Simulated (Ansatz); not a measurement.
Ansatz (a program for electronic structure) input:

Ansatz 0.2 input:
```yaml
crystal:
  periodic: [false, false, false]
  atoms:
    - {symbol: Bi, position_ang: [0.20241205, 0.09192565, 0.07165577]}
    - {symbol: F, position_ang: [-1.09530629, 0.66388195, -1.26837122]}
    - {symbol: F, position_ang: [-0.77138265, -1.51164069, 0.60754579]}
basis:
  gaussian:
    orbitals: def2-TZVPD
hamiltonian:
  xc: {name: PBE}
total_charge: 2
magnetization: {spin_polarized: true, initial_magnetization: 1}
```

Problem. Which total energy does the run end on?

Solution. -413.29145 Eh (PBE/def2-TZVPD). The basis has 136 functions.

This state (charge 2, doublet) is run at the relaxed geometry of the species with charge 1 and multiplicity 1.
